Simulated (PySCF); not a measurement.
Species: C2H3FSe.
Structure used (PBE0-D3(BJ)/def2-SVP), in Å, numbered top down from 1:
```xyz
7
C2H3FSe angstrom
C     -0.6777   -0.1047   -0.1232
C      0.7638    0.1127    0.1529
F      1.2270   -0.8061    0.9875
Se     1.8167    1.3572   -0.4901
H     -1.2241   -0.2092    0.8284
H     -0.8012   -1.0566   -0.6679
H     -1.0979    0.7127   -0.7172
```

The closed-shell ground state was solved at several levels (PySCF, density fitting, gas phase). The calculation is non-relativistic and has no spin–orbit coupling, an omission that weighs most on selenium.

```
                       level  basis functions  HOMO (eV)  LUMO (eV)  gap (eV)  dipole (D)
               PBE0/pcSseg-1              107      -6.65      -2.22      4.43        2.45
B3LYP/pcJ-1 (pcSseg-1 on Se)              152      -6.36      -2.39      3.97        2.35
                KT2/pcSseg-2              213      -5.60      -3.09      2.51        2.43
```

(1) Estimate the row for PBE0/def2-SVPD, a basis of 128 functions; the other rows only guide the guess.

(2) Over all these levels, which gives the widest orbital gap and which the narrowest?

(3) How far do the dipole and the HOMO energy spread over the levels?

## Answers

(1) HOMO -6.72 eV, LUMO -2.36 eV, gap 4.36 eV, dipole 2.44 D.

(2) PBE0/pcSseg-1 (global hybrid, 25 % exact exchange) has the widest, 4.43 eV, and KT2/pcSseg-2 (GGA) the narrowest, 2.51 eV. Functional and basis both differ between the two, so the spread mixes both effects.

(3) The dipole runs from 2.35 to 2.45 D (mean 2.42 D) and the HOMO from -6.72 to -5.60 eV.
